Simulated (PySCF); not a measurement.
**C²⁺ (carbon, charge +2) across methods**

[He] 2s2, closed-shell 1S. Calculation: PySCF 2.14, in aug-cc-pCVQZ-DK (9s8p6d4f2g, 109 functions); scalar relativity by spin-free X2C-1e.

| method | E (hartree) | mean ε 1s (eV) | mean ε 2s (eV) | Σ⟨r²⟩ (bohr²) | ⟨S²⟩ |
| --- | --- | --- | --- | --- | --- |
| TPSS | -36.5416 | -311.04 | -40.661 | 4.554 | 0.000 |
| LDA | -36.1449 | -305.93 | -40.173 | 4.606 | 0.000 |
| BLYP | -36.5300 | -309.16 | -40.298 | 4.581 | 0.000 |
| PBE0 | -36.4868 | -317.62 | -42.054 | 4.570 | 0.000 |
| BP86 | -36.5229 | -308.86 | -40.466 | 4.557 | 0.000 |
| r2SCAN | -36.5024 | -312.40 | -40.682 | 4.588 | 0.000 |
| UHF | -36.42357 | -344.35 | -46.117 | 4.620 | 0.000 |

**Question.** Estimate the same row for PBE.

**Answer.** E (hartree) = -36.4766; mean ε 1s (eV) = -308.49; mean ε 2s (eV) = -40.376; Σ⟨r²⟩ (bohr²) = 4.568; ⟨S²⟩ = 0.000.
